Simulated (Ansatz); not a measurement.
Ansatz (a first-principles code) input:

Ansatz 0.2 input:
```yaml
crystal:
  periodic: [false, false, false]
  atoms:
    - {symbol: C, position_ang: [-1.40200846, -0.06372100, -0.07884553]}
    - {symbol: C, position_ang: [-0.83433440, -1.40913212, -0.05532326]}
    - {symbol: C, position_ang: [0.49524471, -1.42546253, 0.01897867]}
    - {symbol: C, position_ang: [1.29915314, -0.11273744, 0.07200857]}
    - {symbol: S, position_ang: [0.10258685, 1.25806178, 0.01344965]}
    - {symbol: H, position_ang: [-1.94183446, 0.17935240, -0.99729568]}
    - {symbol: H, position_ang: [-2.04109697, 0.16848289, 0.77654600]}
    - {symbol: H, position_ang: [1.09880002, -2.33585798, 0.04717445]}
    - {symbol: H, position_ang: [1.89794005, -0.04271835, 0.98912731]}
    - {symbol: H, position_ang: [1.99647189, -0.03192885, -0.77165710]}
basis:
  gaussian:
    orbitals: def2-TZVPD
hamiltonian:
  xc: {name: r2SCAN}
total_charge: -1
output: {forces: true}
```

Q: Predict the final energy.

A: -553.52180 Eh (r2SCAN/def2-TZVPD). The basis has 239 functions.

It need not be the lowest isomer of its formula. Whether it binds its extra electron was not tested at this geometry.
